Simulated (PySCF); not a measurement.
# Computed records: Al2BH4, BH6OSi2, CH4ClNSi, CH4Al2B and others

Calculation on a computer-drawn molecule: the log of a Hartree-Fock and frozen-core CCSD(T) single point meant for a local Hartree-Fock minimum, with one planted fault or none, to be diagnosed. Offsets are logged minus clean, where the clean run is the same molecule without the fault. The reference is restricted for singlets and unrestricted otherwise, and also for a bond in bohr or an excited solution. Adding or removing an electron swaps singlet and doublet. The excited solution moves the top pair (singlet) or top alpha electron (doublet) to the lowest empty orbital. Highest occupied and lowest empty are orbital energies over both spins, largest force is the largest gradient component, triples share is (T) over the correlation energy, the T1 limit is 0.02 restricted and 0.045 unrestricted, electrons count all cores, a negative frequency is imaginary (commonest isotopes), and the dipole is about the centre of nuclear charge. Program: PySCF 2.14.0.

Common to all runs: meant basis cc-pV(D+d)Z; logged SCF converged yes; logged CC converged yes; logged SCF stable within its kind yes; possible faults no fault, one electron removed, one electron added, multiplicity raised by two, geometry at a saddle point, SCF held on an excited solution, minimal basis STO-3G, one bond length entered in bohr, all coordinates scaled.

(1) Al2BH4

Logged structure:
```xyz
7
Al2BH4
B     -0.2972    -3.1135    -2.1697
Al    -0.8332    -1.3177    -1.0662
Al    -1.4994     0.9135     0.3047
H      0.6854    -3.1178    -2.8469
H     -0.9892    -4.0826    -2.0908
H     -2.4106     1.8944    -0.4967
H     -0.8980     0.9695     1.7435
```

| Quantity | Value |
| --- | --- |
| meant charge | 1 |
| meant multiplicity | 1 |
| logged electrons | 34 |
| logged basis functions | 80 |
| logged spin squared | 2.0298 |
| logged highest occupied | -12.287 eV |
| logged lowest empty | -6.359 eV |
| logged largest force | 0.020491 hartree/bohr |
| logged T1 diagnostic | 0.032847 |
| logged D1 diagnostic | 0.12731 |
| logged triples share | 0.029546 |
| logged dipole magnitude | 0.84318 debye |
| logged energy HF | -510.47964 hartree |
| logged energy CCSD(T) | -510.7118 hartree |
| planted fault | multiplicity raised by two |
| HF energy offset from clean run | 46.4 kcal/mol |
| CCSD(T) energy offset from clean run | 46.7 kcal/mol |

Drawn bonds:
```csv
atom,other atom,order
1,2,1
2,3,1
1,4,1
1,5,1
3,6,1
3,7,1
```

(2) BH6OSi2

Logged structure:
```xyz
10
BH6OSi2
B     -1.8282    -0.3345     1.4717
Si    -0.8703    -2.0555     1.9604
O      0.8042    -1.9536     1.4102
Si     2.2714    -1.9163     0.9469
H     -2.9785    -0.2234     1.7696
H     -1.2734     0.5569     0.9001
H     -0.7270    -2.2875     3.4059
H     -1.3711    -3.2527     1.2677
H      2.6154    -2.3992    -0.3839
H      3.2929    -1.3918     1.8435
```

| Item | Value |
| --- | --- |
| meant charge | 1 |
| meant multiplicity | 1 |
| logged electrons | 45 |
| logged basis functions | 104 |
| logged spin squared | 0.7614 |
| logged highest occupied | -22.59 eV |
| logged lowest empty | -12.985 eV |
| logged largest force | 0.082095 hartree/bohr |
| logged T1 diagnostic | 0.018044 |
| logged D1 diagnostic | 0.078273 |
| logged triples share | 0.023599 |
| logged dipole magnitude | 2.8231 debye |
| logged energy HF | -680.16331 hartree |
| logged energy CCSD(T) | -680.64005 hartree |
| planted fault | one electron removed |
| HF energy offset from clean run | 327.2 kcal/mol |
| CCSD(T) energy offset from clean run | 344 kcal/mol |

Drawn bonds:
```csv
atom,other atom,order
1,2,1
2,3,1
3,4,1
1,5,1
1,6,1
2,7,1
2,8,1
4,9,1
4,10,1
```

(3) CH4ClNSi

Logged structure:
```xyz
8
CH4ClNSi
C     -0.9706     0.8665    -0.7564
N     -2.1429     0.1382    -0.2923
Si    -3.6817    -0.2199    -0.9024
Cl    -3.6206     0.7378    -2.8020
H     -0.1012     0.2078    -0.8108
H     -1.1564     1.2728    -1.7457
H     -0.7352     1.6928    -0.0820
H     -2.0028    -0.2519     0.6250
```

| Quantity | Value |
| --- | --- |
| meant charge | 0 |
| meant multiplicity | 1 |
| logged electrons | 49 |
| logged basis functions | 94 |
| logged spin squared | 0.7788 |
| logged highest occupied | 0.30855 eV |
| logged lowest empty | 8.9883 eV |
| logged largest force | 0.06229 hartree/bohr |
| logged T1 diagnostic | 0.013711 |
| logged D1 diagnostic | 0.047626 |
| logged triples share | 0.02633 |
| logged dipole magnitude | 4.8199 debye |
| logged energy HF | -843.10042 hartree |
| logged energy CCSD(T) | -843.69606 hartree |
| planted fault | one electron added |
| HF energy offset from clean run | 25.38 kcal/mol |
| CCSD(T) energy offset from clean run | 26.23 kcal/mol |

Drawn bonds:
```csv
atom,other atom,order
1,2,1
2,3,1
3,4,1
1,5,1
1,6,1
1,7,1
2,8,1
```

Notes: highest electron not bound in this basis.

(4) CH4Al2B

Logged structure:
```xyz
8
CH4Al2B
C     -0.2329     0.1000     0.7853
B     -1.2975     0.4397    -0.0435
Al    -2.8646     0.8736    -1.3074
Al    -3.2935    -1.0890    -3.1264
H      0.1039     0.7523     1.5866
H      0.3202    -0.8292     0.6814
H     -3.8844     2.0352    -1.5064
H     -3.5521    -2.2153    -4.1793
```

| Quantity | Value |
| --- | --- |
| meant charge | 1 |
| meant multiplicity | 1 |
| logged electrons | 40 |
| logged basis functions | 32 |
| logged spin squared | 0 |
| logged highest occupied | -10.448 eV |
| logged lowest empty | 1.3409 eV |
| logged largest force | 0.043067 hartree/bohr |
| logged T1 diagnostic | 0.01203 |
| logged D1 diagnostic | 0.03191 |
| logged triples share | 0.014762 |
| logged dipole magnitude | 6.0042 debye |
| logged energy HF | -541.87876 hartree |
| logged energy CCSD(T) | -542.08665 hartree |
| planted fault | minimal basis STO-3G |
| HF energy offset from clean run | 4093 kcal/mol |
| CCSD(T) energy offset from clean run | 4193 kcal/mol |

Drawn bonds:
```csv
atom,other atom,order
1,2,2
2,3,1
3,4,1
1,5,1
1,6,1
3,7,1
4,8,1
```

(5) B2H6NSi

Logged structure:
```xyz
10
B2H6NSi
B     -0.8881     1.5808     1.1454
N     -0.9716     0.2325     0.7083
B     -1.1142    -0.8175     1.6779
Si    -0.9066    -0.2192    -1.0096
H     -0.7683     2.5285     0.4190
H     -1.1625    -0.5621     2.8456
H     -1.1842    -1.9569     1.2986
H      0.2428    -1.1177    -1.2433
H     -0.7590     1.0071    -1.8151
H     -2.1504    -0.9227    -1.3851
```

| Quantity | Value |
| --- | --- |
| meant charge | 0 |
| meant multiplicity | 2 |
| logged electrons | 36 |
| logged basis functions | 95 |
| logged spin squared | 0 |
| logged highest occupied | -17.282 eV |
| logged lowest empty | -6.3194 eV |
| logged largest force | 0.10109 hartree/bohr |
| logged T1 diagnostic | 0.01677 |
| logged D1 diagnostic | 0.048973 |
| logged triples share | 0.030264 |
| logged dipole magnitude | 5.6547 debye |
| logged energy HF | -395.97944 hartree |
| logged energy CCSD(T) | -396.45365 hartree |
| planted fault | one electron removed |
| HF energy offset from clean run | 176.7 kcal/mol |
| CCSD(T) energy offset from clean run | 179.6 kcal/mol |

Drawn bonds:
```csv
atom,other atom,order
1,2,1
2,3,1
2,4,1
1,5,1
3,6,1
3,7,1
4,8,1
4,9,1
4,10,1
```
